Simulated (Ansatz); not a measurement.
Isolated molecules relaxed with PBE0-D4/def2-TZVP in Ansatz; ΔE leaves out vibrations. CCSD(T)/CBS is the MP2 limit (def2-TZVPP, def2-QZVPP) plus CCSD(T) − MP2 in def2-TZVPP, frozen cores. Functionals use def2-TZVPP. def2 core potentials past Kr. For I, Sn outer-core shells are correlated without core-valence functions, which leaves a few kJ/mol of doubt a bond. One conformer a species, not always the lowest.

`O[SiH](F)[SiH2]I` + `[CH3][SnH]([CH3])[CH3]` → `O[SiH](F)[SiH3]` + `[CH3][Sn]([CH3])([CH3])[I]`  (redistribution)

CCSD(T)/CBS gives -50.2 kJ/mol.

Task: Another level gave -47.3 kJ/mol. Which?
A. BHLYP-D4/def2-TZVPP
B. CCSD/def2-TZVPP
C. HF/def2-TZVPP
D. B97M-V/def2-TZVPP

Result: B. CCSD/def2-TZVPP -47.3, B97M-V -38.5, BHLYP-D4 -51.9, HF/def2-TZVPP -60.1 kJ/mol.

Largest T1 diagnostic among the species: 0.013.

In def2-TZVPP, CCSD(T) changes the Hartree–Fock value by +14.2 kJ/mol (the triples alone add +1.5 kJ/mol) and MP2 by +11.1 kJ/mol. From BLYP to BHLYP (50 % exact exchange), in def2-TZVPP and without D4, ΔE moves by −3.0 kJ/mol.
